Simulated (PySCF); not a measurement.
revPBE single point of singlet IOF₃ at its PBE0 minimum.

An equivalent PySCF input for this run (the driver started from the density of an earlier step):

```python
from pyscf import gto, scf, dft
mol = gto.M(atom='''
I     -0.000813    -0.070581     0.204714
O      0.002396    -1.497386    -0.838713
F      1.929343     0.150703     0.165069
F     -1.930381     0.152724     0.150436
F      0.004424     1.433009    -0.968889''',
    basis={'I': 'def2-SVP', 'O': 'def2-SVP', 'F': 'def2-SVP'},
    ecp={'I': 'def2-SVP'},
    charge=0, spin=0)
mf = dft.RKS(mol, xc='PBE_R,PBE')
mf.grids.atom_grid = (75, 302)
aux = {'I': 'def2-universal-JKFIT', 'O': 'def2-universal-JKFIT', 'F': 'def2-universal-JKFIT'}
mf = mf.density_fit(auxbasis=aux)
mf.conv_tol = 1e-08
mf.diis_space = 10
mf.max_cycle = 60
mf.verbose = 4
mf.kernel()
```

Excerpt of the output:

```
init E= -671.896264711392
  HOMO = -0.295051982419678  LUMO = -0.160307246870417  gap/eV = 3.66659
cycle= 1 E= -671.897662172982  delta_E= -0.0014  |g|= 0.127  |ddm|= 0.346
  HOMO = -0.308448388997333  LUMO = -0.143048306942188  gap/eV = 4.50077
cycle= 2 E= -671.877357454284  delta_E= 0.0203  |g|= 0.337  |ddm|= 0.435
  HOMO = -0.287962423412559  LUMO = -0.148670223851511  gap/eV = 3.79033
cycle= 3 E= -671.8991154455  delta_E= -0.0218  |g|= 0.105  |ddm|= 0.327
  HOMO = -0.294723194237896  LUMO = -0.150293672617504  gap/eV = 3.93013
cycle= 4 E= -671.901351779486  delta_E= -0.00224  |g|= 0.0238  |ddm|= 0.104
  HOMO = -0.295228142234133  LUMO = -0.152110164659238  gap/eV = 3.89444
cycle= 5 E= -671.901473260023  delta_E= -0.000121  |g|= 0.00436  |ddm|= 0.0257
  HOMO = -0.295186740277368  LUMO = -0.152252433338596  gap/eV = 3.88944
cycle= 6 E= -671.901474757275  delta_E= -1.5e-06  |g|= 0.00333  |ddm|= 0.00575
  HOMO = -0.295097271711451  LUMO = -0.15214723929633  gap/eV = 3.88987
cycle= 7 E= -671.901476799856  delta_E= -2.04e-06  |g|= 0.000298  |ddm|= 0.00254
  HOMO = -0.295112357066554  LUMO = -0.152142011728795  gap/eV = 3.89042
cycle= 8 E= -671.901476820344  delta_E= -2.05e-08  |g|= 4.27e-05  |ddm|= 0.000258
  HOMO = -0.295112570591372  LUMO = -0.152141093428078  gap/eV = 3.89045
cycle= 9 E= -671.901476820772  delta_E= -4.28e-10  |g|= 5.11e-06  |ddm|= 5.11e-05
  HOMO = -0.295113324611988  LUMO = -0.152140774590119  gap/eV = 3.89048
Extra cycle  E= -671.901476820739  delta_E= 3.27e-11  |g|= 1.38e-05  |ddm|= 1.77e-05
converged SCF energy = -671.901476820739
```

This run, together with those of the ionised and electron-attached species (not shown), took 29 s on 2 threads of a shared Intel Xeon Platinum 8375C @ 2.90GHz (Ice Lake) host, with 82 basis functions; the process peaked at 1 GiB.
